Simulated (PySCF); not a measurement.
Correlation energy of Pt⁺ (platinum, charge +1)

[Xe] 4f14 5d8 6s1, high-spin 4F determinant (an excited configuration). Computed with PySCF 2.14 in def2-TZVPPD with the def2 core potential (60 electrons) (6s5p3d2f1g, 59 functions), with scalar relativity through the core potential. Frozen: nothing; 17 electrons correlated.

```tsv
level	correlation energy (mhartree)
CCSD	-444.77
(T)	-12.12
CCSD(T)	-456.89
```

Diagnostics: T1 = 0.0084, D1 = 0.0307, largest double amplitude 0.017.

Spin-orbit coupling, absent here, splits the open shell strongly.

Cost of the coupled-cluster step: about 30 core-seconds, for 17 correlated electrons.

Iterations:

```
CC2 = 0
CCSD nocc = (np.int64(10), np.int64(7)), nmo = (59, 59)
frozen orbitals [[], []]
max_cycle = 100
direct = 0
conv_tol = 1e-08
conv_tol_normt = 1e-06
diis_space = 8
diis_start_cycle = 0
Init t2, MP2 energy = -0.454870645260352
Init E_corr(UCCSD) = -0.454870645273731
cycle = 1  E_corr(UCCSD) = -0.436151607226726  dE = 0.018719038  norm(t1,t2) = 0.0557657
cycle = 2  E_corr(UCCSD) = -0.444646037049143  dE = -0.00849442982  norm(t1,t2) = 0.0122903
cycle = 3  E_corr(UCCSD) = -0.444335498565876  dE = 0.000310538483  norm(t1,t2) = 0.00481159
cycle = 4  E_corr(UCCSD) = -0.444779048476673  dE = -0.000443549911  norm(t1,t2) = 0.0016223
cycle = 5  E_corr(UCCSD) = -0.444788073717265  dE = -9.02524059e-06  norm(t1,t2) = 0.000257227
cycle = 6  E_corr(UCCSD) = -0.444767576911493  dE = 2.04968058e-05  norm(t1,t2) = 8.26046e-05
cycle = 7  E_corr(UCCSD) = -0.444771120833899  dE = -3.54392241e-06  norm(t1,t2) = 2.24604e-05
cycle = 8  E_corr(UCCSD) = -0.444771412870317  dE = -2.92036418e-07  norm(t1,t2) = 3.95444e-06
cycle = 9  E_corr(UCCSD) = -0.444771224541919  dE = 1.88328398e-07  norm(t1,t2) = 9.99837e-07
cycle = 10  E_corr(UCCSD) = -0.444771228663082  dE = -4.12116258e-09  norm(t1,t2) = 1.98363e-07
UCCSD converged
E(UCCSD) = -118.5551576374843  E_corr = -0.444771228663082
UCCSD(T) correction = -0.0121220282490131
```

The basis has no tight functions for the innermost shells, so their pair energies are far from complete.

This basis was not built for core-valence correlation, so the inner-shell part is incomplete.
